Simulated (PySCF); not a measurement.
2-bromotetrafluoroethyl trifluorovinyl ether, C4BrF7O.
Atom-mapped SMILES: `[F:1][C:2]([F:3])=[C:4]([F:5])[O:6][C:7]([F:8])([F:9])[C:10]([F:11])([F:12])[Br:13]`

Geometry (PBE0-D3(BJ)/def2-SVP, Å), atoms numbered from 1 in this order:
```xyz
13
C4BrF7O angstrom
F     -1.413    2.642    2.163
C     -1.032    1.476    1.720
F     -0.668    0.658    2.668
C     -1.020    1.152    0.429
F     -1.413    1.996   -0.504
O     -0.675   -0.080   -0.010
C      0.642   -0.270   -0.331
F      1.412   -0.170    0.759
F      1.071    0.638   -1.204
C      0.806   -1.692   -0.915
F      2.098   -1.894   -1.141
F      0.383   -2.574   -0.021
Br    -0.184   -1.895   -2.559
```

The calculation used PySCF 2.14.0, PBE0-D3(BJ)/def2-SVP geometry optimisation, gas phase.

Masses are those of the commonest isotopes; rigid-rotor values at the optimised geometry. The values belong to one conformer with, in the numbering `[F:1][C:2]([F:3])=[C:4]([F:5])[O:6][C:7]([F:8])([F:9])[C:10]([F:11])([F:12])[Br:13]`, C2–C4–O6–C7 -92°, C4–O6–C7–F8 66°, O6–C7–C10–F11 -176°.

Give the principal moments of inertia and the rotational constants in MHz.

Ia = 444.20, Ib = 1488.32, Ic = 1656.96 u·Å²; 505379 MHz·u·Å²/I gives A = 1138, B = 339.6, C = 305.0 MHz.

Classify the top.

A near-prolate asymmetric top; Ray's κ = -0.917.

Is it planar, by Δ = Ic − Ia − Ib?

Not planar: Δ = Ic − Ia − Ib = -275.56 u·Å². For a rigid frame Δ = −2 Σ m c², so Σ m c² = 137.78 u·Å² lies off the ab plane. The atom farthest from that plane is 1.67 Å away.

Give the other two planar moments, Paa and Pbb, and the rms extents of the mass along the axes.

Paa = Σ m a² = (Ib + Ic − Ia)/2 = 1350.54 and Pbb = Σ m b² = (Ia + Ic − Ib)/2 = 306.42 u·Å². With the mass M = 275.90 u, the rms extents √(P/M) along a, b and c are 2.21, 1.05, 0.71 Å.

Predict some low-J microwave lines.

The dipole components are |μa| = 0.12 D, |μb| = 0.26 D, |μc| = 0.25 D. The squared components, which scale the intensities, stand as 0.23 : 1.00 : 0.96 (a : b : c). Some lines, for components of 0.1 D or more:

```json
{"type": "b", "branch": "R", "J(Ka,Kc)": "2(0,2) ← 1(1,1)", "MHz": "490", "lower level (cm⁻¹)": "0.048"}
{"type": "b", "branch": "Q", "J(Ka,Kc)": "1(1,0) ← 1(0,1)", "MHz": "833", "lower level (cm⁻¹)": "0.022"}
{"type": "b", "branch": "Q", "J(Ka,Kc)": "2(1,1) ← 2(0,2)", "MHz": "868", "lower level (cm⁻¹)": "0.064"}
{"type": "a", "branch": "R", "J(Ka,Kc)": "2(0,2) ← 1(0,1)", "MHz": "1288", "lower level (cm⁻¹)": "0.022"}
{"type": "a", "branch": "R", "J(Ka,Kc)": "2(1,1) ← 1(1,0)", "MHz": "1324", "lower level (cm⁻¹)": "0.049"}
{"type": "b", "branch": "R", "J(Ka,Kc)": "1(1,1) ← 0(0,0)", "MHz": "1443", "lower level (cm⁻¹)": "0.000"}
{"type": "b", "branch": "R", "J(Ka,Kc)": "4(0,4) ← 3(1,3)", "MHz": "1851", "lower level (cm⁻¹)": "0.153"}
{"type": "a", "branch": "R", "J(Ka,Kc)": "3(1,3) ← 2(1,2)", "MHz": "1881", "lower level (cm⁻¹)": "0.090"}
{"type": "b", "branch": "Q", "J(Ka,Kc)": "3(2,1) ← 3(1,2)", "MHz": "2349", "lower level (cm⁻¹)": "0.160"}
{"type": "b", "branch": "Q", "J(Ka,Kc)": "2(2,0) ← 2(1,1)", "MHz": "2396", "lower level (cm⁻¹)": "0.093"}
{"type": "a", "branch": "R", "J(Ka,Kc)": "4(1,4) ← 3(1,3)", "MHz": "2507", "lower level (cm⁻¹)": "0.153"}
{"type": "c", "branch": "R", "J(Ka,Kc)": "3(1,2) ← 2(0,2)", "MHz": "2853", "lower level (cm⁻¹)": "0.064"}
{"type": "c", "branch": "Q", "J(Ka,Kc)": "4(3,2) ← 4(2,2)", "MHz": "4064", "lower level (cm⁻¹)": "0.324"}
{"type": "b", "branch": "Q", "J(Ka,Kc)": "4(3,1) ← 4(2,2)", "MHz": "4065", "lower level (cm⁻¹)": "0.324"}
{"type": "b", "branch": "Q", "J(Ka,Kc)": "3(3,0) ← 3(2,1)", "MHz": "4072", "lower level (cm⁻¹)": "0.238"}
{"type": "b", "branch": "Q", "J(Ka,Kc)": "3(3,1) ← 3(2,2)", "MHz": "4078", "lower level (cm⁻¹)": "0.238"}
{"type": "b", "branch": "R", "J(Ka,Kc)": "3(2,2) ← 2(1,1)", "MHz": "4328", "lower level (cm⁻¹)": "0.093"}
{"type": "c", "branch": "R", "J(Ka,Kc)": "3(2,1) ← 2(1,1)", "MHz": "4334", "lower level (cm⁻¹)": "0.093"}
{"type": "b", "branch": "R", "J(Ka,Kc)": "4(2,3) ← 3(1,2)", "MHz": "4921", "lower level (cm⁻¹)": "0.160"}
{"type": "c", "branch": "R", "J(Ka,Kc)": "4(2,2) ← 3(1,2)", "MHz": "4937", "lower level (cm⁻¹)": "0.160"}
{"type": "c", "branch": "R", "J(Ka,Kc)": "4(2,3) ← 3(1,3)", "MHz": "5128", "lower level (cm⁻¹)": "0.153"}
{"type": "c", "branch": "Q", "J(Ka,Kc)": "4(4,1) ← 4(3,1)", "MHz": "5706", "lower level (cm⁻¹)": "0.460"}
{"type": "b", "branch": "R", "J(Ka,Kc)": "3(3,1) ← 2(2,0)", "MHz": "6010", "lower level (cm⁻¹)": "0.173"}
{"type": "c", "branch": "R", "J(Ka,Kc)": "3(3,0) ← 2(2,0)", "MHz": "6010", "lower level (cm⁻¹)": "0.173"}
{"type": "b", "branch": "R", "J(Ka,Kc)": "3(3,0) ← 2(2,1)", "MHz": "6012", "lower level (cm⁻¹)": "0.173"}
{"type": "c", "branch": "R", "J(Ka,Kc)": "4(4,0) ← 3(3,0)", "MHz": "8286", "lower level (cm⁻¹)": "0.374"}
```

Estimate the classical rotational partition function at 10 K, 100 K and 500 K.

Point group C1, symmetry number σ = 1; q = (√π/σ)·√((kT/h)³/(ABC)), k/h = 20836.6 MHz/K: 15500 at 10 K, 491000 at 100 K, 5490000 at 500 K.

No frequency check. Zero-point vibration and centrifugal distortion are left out. Quadrupole hyperfine structure (79Br) is left out.

The run took 8.7 min on one thread, Arm Neoverse V1 (aarch64), no GPU, shared host, and the process peaked at 1.1 GiB of memory. This is the geometry optimisation.
